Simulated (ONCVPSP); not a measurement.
## Scattering properties, ONCV potential for Au

```
Element                 : Au (Z = 79)
Generator               : ONCVPSP 4.0.1
Type                    : optimised norm-conserving Vanderbilt (ONCV)
Functional              : PBE
Relativity              : fully relativistic
Frozen core             : [Kr] 4d10
Valence charge          : 33
Reference configuration : 4f14 5s2 5p6 5d10 6s1
Partial waves           : 5s+6s: rc 1.70 bohr, ncon 4, nbas 7, qcut 7.2 1/bohr, 2 projectors; 5p: rc 1.80 bohr, ncon 3, nbas 6, qcut 9.6 1/bohr, 2 projectors, debl 3.4 Ha; 5d: rc 1.70 bohr, ncon 5, nbas 10, qcut 10.3 1/bohr, 2 projectors, debl 1.3 Ha; 4f: rc 0.85 bohr, ncon 3, nbas 8, qcut 18.8 1/bohr, 3 projectors, debl 2 Ha
Local potential         : polynomial inside 0.75 bohr (lpopt 5, dvloc0 -1 Ha)
Core correction         : none
```

Open shells are filled in proportion to 2j + 1.

In the f channel the program set the typed energies aside and used -2.911, 0.250, 2.250 Ha (j = l + 1/2; the other j can differ).

The phase is arctan(r·R′/R) of the radial function R(r), unwrapped; energies in Ha, scanned from -5 to 5 Ha. A pole is an energy at which the radial function vanishes at the test radius. The pseudo phase is shifted by a multiple of π to meet the all-electron one at the reference energy, and phase errors are pseudo minus all-electron; the curves can meet again beyond the range given. Levels narrower than the energy grid can be missing from the lists of poles.

```tsv
channel	radius (bohr)	reference energy (Ha)	poles, all-electron	poles, pseudo	unbroken range about the reference energy with phases within 0.05 rad	phase error 1 Ha above the reference energy (rad)
s	1.72	-0.21	-3.78	-3.78, 4.98	the whole range	-0.001
p3/2	1.83	-2.03	-1.70	-1.70	the whole range	-0.000
p1/2	1.83	-2.64	-2.44	-2.44, 3.67	below 3.6	-0.000
d5/2	1.72	-0.23	1.02	1.02	the whole range	+0.000
d3/2	1.72	-0.29	0.86	0.86	the whole range	+0.000
f7/2	0.86	-2.91	-1.59	-1.59	the whole range	-0.000
f5/2	0.86	-3.05	-1.79	-1.79	the whole range	-0.000
```

Note: ghosts flagged at negative energy: s at -309.3 eV; GHOST(+) flagged for p3/2 at 37.6 eV, p1/2 at 104.6 eV. A true bound ghost makes a file unfit for plane-wave use.

Phases in the d5/2 channel:

```json
{"E (Ha)": "-4.96", "all-electron": "1.331", "pseudo": "1.331"}
{"E (Ha)": "-4.48", "all-electron": "1.313", "pseudo": "1.313"}
{"E (Ha)": "-4.00", "all-electron": "1.290", "pseudo": "1.290"}
{"E (Ha)": "-3.52", "all-electron": "1.260", "pseudo": "1.260"}
{"E (Ha)": "-3.04", "all-electron": "1.220", "pseudo": "1.220"}
{"E (Ha)": "-2.56", "all-electron": "1.160", "pseudo": "1.160"}
{"E (Ha)": "-2.08", "all-electron": "1.062", "pseudo": "1.062"}
{"E (Ha)": "-1.60", "all-electron": "0.874", "pseudo": "0.874"}
{"E (Ha)": "-1.12", "all-electron": "0.410", "pseudo": "0.410"}
{"E (Ha)": "-0.64", "all-electron": "-0.551", "pseudo": "-0.551"}
{"E (Ha)": "-0.16", "all-electron": "-1.160", "pseudo": "-1.160"}
{"E (Ha)": "0.32", "all-electron": "-1.403", "pseudo": "-1.403"}
{"E (Ha)": "0.80", "all-electron": "-1.529", "pseudo": "-1.529"}
{"E (Ha)": "1.28", "all-electron": "-1.615", "pseudo": "-1.615"}
{"E (Ha)": "1.76", "all-electron": "-1.688", "pseudo": "-1.688"}
{"E (Ha)": "2.24", "all-electron": "-1.763", "pseudo": "-1.763"}
{"E (Ha)": "2.72", "all-electron": "-1.857", "pseudo": "-1.857"}
{"E (Ha)": "3.20", "all-electron": "-2.000", "pseudo": "-2.002"}
{"E (Ha)": "3.68", "all-electron": "-2.274", "pseudo": "-2.280"}
{"E (Ha)": "4.16", "all-electron": "-2.894", "pseudo": "-2.915"}
{"E (Ha)": "4.64", "all-electron": "-3.731", "pseudo": "-3.756"}
```
